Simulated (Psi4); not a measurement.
sulfur monoxide (OS), triplet, geometry from GFN2-xTB. Base run: Psi4 with CAM-B3LYP/pcseg-1.

Input for Psi4:
```
memory 2 GB

molecule mol {
0 3
O    -0.000000   -0.000000   -0.978011
S     0.000000    0.000000    0.489005
}

set {
  basis pcseg-1
  reference uks
}

energy('cam-b3lyp')
print_variables()
```

Each row names what was changed in the base input (with any setting that the change needs).

```
change                      ΔE vs base (mEh)  SCF cycles  grid points  basis functions        outcome
--------------------------  ----------------  ----------  -----------  ---------------  -------------
base                                   0.000           9        42690               32      converged
e_convergence = 1e-4                   0.000           9        42690               32      converged
dft_spherical_points = 974             0.002           9       137538               32      converged
soscf = true                           0.000           6        42690               32      converged
level_shift = 1.0                      0.000           9        42690               32      converged
dft_radial_points = 150                0.000           9        85038               32      converged
guess = sadno                          0.000          10        42690               32      converged
dft_radial_scheme = becke              0.002           9        37241               32      converged
scf_type = cd                              -           -            -                -  input refused
dft_spherical_points = 194             0.024           9        27522               32      converged
damping_percentage = 20                0.002          16        42690               32      converged
guess = modhuckel                      0.000           9        42690               32      converged
guess = sap                            0.000          10        42690               32      converged
```

Open shells are given as the SCF converged; they aren't shown to be the lowest states, and a large step between rows can be another state.

- scf_type = cd: ended with `psi4.driver.p4util.exceptions.ValidationError: SCF: SCF_TYPE (CD) not supported for range-separated functionals, plese use SCF_TYPE = 'DF' to automatically select the correct JK build.`
